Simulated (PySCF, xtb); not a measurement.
Br₂Si, charge +1, multiplicity 2. Atoms are numbered in the order given.

```xyz
3

Si     0.0000     0.0000     0.8554
Br     0.0000     1.8844    -0.1711
Br     0.0000    -1.8844    -0.1711
```
Charge +1, spin multiplicity 2.

The structure is a stationary point at B3LYP-D3(BJ)/def2-TZVP. The spin state was assumed, not searched. The isomer is the one that the SMILES or the coordinates give; other isomers of the formula were not compared.

Method: IEF-PCM-B3LYP/def2-SVP run with PySCF.

The values are the electrostatic part of the solvation free energy, E(continuum) − E(gas) at the gas-phase geometry, in a cavity of scaled van der Waals radii (PySCF's table); cavitation and dispersion terms are not included.

```json
[
 {"solvent": "water", "ε": "78.36", "ΔG(elec) (kcal/mol)": "-55.5"},
 {"solvent": "toluene", "ε": "2.37", "ΔG(elec) (kcal/mol)": "-32.3"},
 {"solvent": "chloroform", "ε": "4.71", "ΔG(elec) (kcal/mol)": "(withheld)"}
]
```

**Question.** What belongs in the gaps? (The exact figures need the calculation; the answer reports its results.)

**Answer.** 
- chloroform, ΔG(elec) (kcal/mol): -44.1

For comparison, GFN2-xTB/ALPB(water) (xtb, at the GFN2-xTB geometry, all terms of that model) gives -41.2 kcal/mol.
